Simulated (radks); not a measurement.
Results of a calculation; reference values are marked as such.
Question: The table gives one normalised radial function P(r) = r R(r) of Al in [Ne] 3s2 3p1 (r in bohr). Code: a radial shooting solver on a logarithmic mesh with Libxc functionals. Model: non-relativistic Kohn-Sham, BLYP, spin-polarised, spherical densities, point nucleus; open shells are filled with parallel spins first.

r        P
0.01403   0.0123
0.0206    0.0255
0.03048   0.0525
0.04475   0.1035
0.0657    0.1960
0.09646   0.3514
0.1427    0.5891
0.2096    0.8788
0.3077    1.1400
0.4554    1.2295
0.6685    1.0437
0.9815    0.6580
1.441     0.2809
2.133     0.0678
3.131     0.0078
4.597     0.0003
6.803     0.0000
9.987     0.0000

Which n and l does it have? It may be an empty orbital.

Answer: n = 2, l = 1: the number of nodes gives n - l - 1 = 0, the rise at small r (about r^(l+1)) gives l, and the extent must fit the shell. The curve is that of 2p down; the table hardly tells the two spins apart. 2p down: eigenvalue -69.520 eV, 0 radial nodes, <r> = 0.604 bohr, 90 % of the charge inside 1.02 bohr.
